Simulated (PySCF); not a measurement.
HLiO, charge +1, doublet, geometry from GFN2-xTB (such geometries of metal compounds can be far from the true shape) (a state made from the parent by changing its charge; the spin is typed, not shown lowest); WB97M-V/aug-cc-pVDZ run with PySCF.

The PySCF input:
```python
from pyscf import gto, scf, dft

mol = gto.Mole()
mol.atom = '''
    Li   -0.00000000   -0.00000000   -1.42494255
    O     0.00000000    0.00000000    0.36662930
    H     0.00000000    0.00000000    1.34179325
'''
mol.basis = 'aug-cc-pvdz'
mol.charge = 1
mol.spin = 1
mol.verbose = 4
mol.build()

mf = dft.UKS(mol)
mf.xc = 'wb97m_v'
mf.kernel()
```

Question: Write the output that PySCF gives for this input, abridged.

Answer: 
```
PySCF version 2.14.0

[INPUT] verbose = 4
[INPUT] num. atoms = 3
[INPUT] num. electrons = 11
[INPUT] charge = 1
[INPUT] spin (= nelec alpha-beta = 2S) = 1
[INPUT] symmetry False subgroup None
[INPUT] Mole.unit = angstrom
[INPUT] Symbol           X                Y                Z      unit          X                Y                Z       unit  Magmom
[INPUT]  1 Li     0.000000000000   0.000000000000  -1.424942550000 AA    0.000000000000   0.000000000000  -2.692751162739 Bohr   0.0
[INPUT]  2 O      0.000000000000   0.000000000000   0.366629300000 AA    0.000000000000   0.000000000000   0.692828966241 Bohr   0.0
[INPUT]  3 H      0.000000000000   0.000000000000   1.341793250000 AA    0.000000000000   0.000000000000   2.535621758290 Bohr   0.0

nuclear repulsion = 12.00391762706
number of shells = 21
number of NR pGTOs = 81
number of NR cGTOs = 55
basis = aug-cc-pvdz
ecp = {}

******** <class 'pyscf.dft.uks.UKS'> ********
method = UKS
initial guess = minao
damping factor = 0
level_shift factor = 0
DIIS = <class 'pyscf.scf.diis.CDIIS'>
diis_start_cycle = 1
diis_space = 8
diis_damp = 0
SCF conv_tol = 1e-09
SCF conv_tol_grad = None
SCF max_cycles = 50
direct_scf = True
direct_scf_tol = 1e-13
number electrons alpha = 6  beta = 5
XC library pyscf.dft.libxc version 7.1.2
    S. Lehtola, C. Steigemann, M. J. T. Oliveira, and M. A. L. Marques,  SoftwareX 7, 1–5 (2018)
XC functionals = wb97m_v
    N. Mardirossian and M. Head-Gordon,  J. Chem. Phys. 144, 214110 (2016)
radial grids:
    Treutler-Ahlrichs [JCP 102, 346 (1995); DOI:10.1063/1.469408] (M4) radial grids

becke partition: Becke, JCP 88, 2547 (1988); DOI:10.1063/1.454033
pruning grids: <function nwchem_prune>
grids dens level: 3
symmetrized grids: False
atomic radii adjust function: <function treutler_atomic_radii_adjust>
** Following is NLC and NLC Grids **
NLC functional = wb97m_v
radial grids:
    Treutler-Ahlrichs [JCP 102, 346 (1995); DOI:10.1063/1.469408] (M4) radial grids

becke partition: Becke, JCP 88, 2547 (1988); DOI:10.1063/1.454033
pruning grids: <function nwchem_prune>
grids dens level: 3
symmetrized grids: False
atomic radii adjust function: <function treutler_atomic_radii_adjust>
small_rho_cutoff = 0
Set gradient conv threshold to 3.16228e-05
tot grids = 37616
tot grids = 37616
init E= -83.0493063819518

cycle= 1 E= -83.021316383059  delta_E= 0.028  |g|= 0.154  |ddm|= 1.08
cycle= 2 E= -83.0318914673756  delta_E= -0.0106  |g|= 0.0587  |ddm|= 0.187
cycle= 3 E= -83.0331559728436  delta_E= -0.00126  |g|= 0.0226  |ddm|= 0.0433
cycle= 4 E= -83.0333790768689  delta_E= -0.000223  |g|= 0.00486  |ddm|= 0.0184
cycle= 5 E= -83.033398742222  delta_E= -1.97e-05  |g|= 0.00115  |ddm|= 0.00535
cycle= 6 E= -83.0334005777332  delta_E= -1.84e-06  |g|= 0.000161  |ddm|= 0.002
cycle= 7 E= -83.0334006173981  delta_E= -3.97e-08  |g|= 2.84e-05  |ddm|= 0.000319
cycle= 8 E= -83.033400618716  delta_E= -1.32e-09  |g|= 4.2e-06  |ddm|= 6.94e-05
cycle= 9 E= -83.0334006187427  delta_E= -2.67e-11  |g|= 7.32e-07  |ddm|= 9.41e-06
Extra cycle  E= -83.0334006187438  delta_E= -1.14e-12  |g|= 4.61e-07  |ddm|= 1.32e-06
converged SCF energy = -83.0334006187438  <S^2> = 0.75252847  2S+1 = 2.0025269
```
